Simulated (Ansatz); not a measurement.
Abridged output of a molecular run in Ansatz:

```
Functional definition: HF
1201 factors; integrals over basis functions are off by at most 7.8e-4 eV
mean field evaluation 1: about -220538.0961 eV, gradient 3.0e1 eV
mean field evaluation 2: about -220538.1200 eV, gradient 3.0e1 eV
mean field evaluation 4: about -220540.2777 eV, gradient 1.7e0 eV
mean field evaluation 8: about -220540.2954 eV, gradient 1.4e-1 eV
mean field -220540.29546401 eV, -8104.7063707209 hartree, gradient 2.5e-6 eV, S^2 0.000000; 0 other end points of the search recorded, 0 dependent functions left out
33 core orbitals not correlated: weight in the atoms' cores, before any rotation towards them, 1.000 or more for the frozen orbitals, at most 0.000 for the correlated occupied ones
reference -220540.29546401 eV, -8104.7063707209 hartree; 31, 31 occupied and 64, 64 virtual orbitals, 1201 factors
second order -26.16423355 eV of doubles, -0.00000000 eV of singles
cycle   1  -25.76854315 eV  change    4.0e-1 eV  update   9.4e-2
cycle   2  -26.23425121 eV  change   -4.7e-1 eV  update   2.5e-2
cycle   3  -26.31261717 eV  change   -7.8e-2 eV  update   1.2e-2
cycle   4  -26.29815677 eV  change    1.4e-2 eV  update   2.4e-3
cycle   5  -26.29712076 eV  change    1.0e-3 eV  update   1.0e-3
cycle   6  -26.29764694 eV  change   -5.3e-4 eV  update   2.9e-4
cycle   7  -26.29734895 eV  change    3.0e-4 eV  update   7.9e-5
cycle   8  -26.29733603 eV  change    1.3e-5 eV  update   2.1e-5
perturbative correction -0.57578888 eV, -0.0211598510 hartree
Total energy: -220567.16858892 eV, -8105.6939398462 hartree
```

Its atoms:

```xyz
5

F    -1.571   -0.557   -0.076
Si   -0.085   -0.030   -0.004
Br    1.241   -1.666   -0.582
Br    0.105    1.650   -1.386
Br    0.310    0.603    2.048
```

(1) Which basis set was used?
A. def2-QZVPP
B. cc-pV(Q+d)Z
C. cc-pV(T+d)Z
D. def2-SVP

(2) Write the keys of the input that set method, charge and spin (a neutral closed shell needs none for the last two).

## Answers

(1) D. It gives 128 functions.

(2) 
```yaml
correlation: {method: ccsd_t}
```
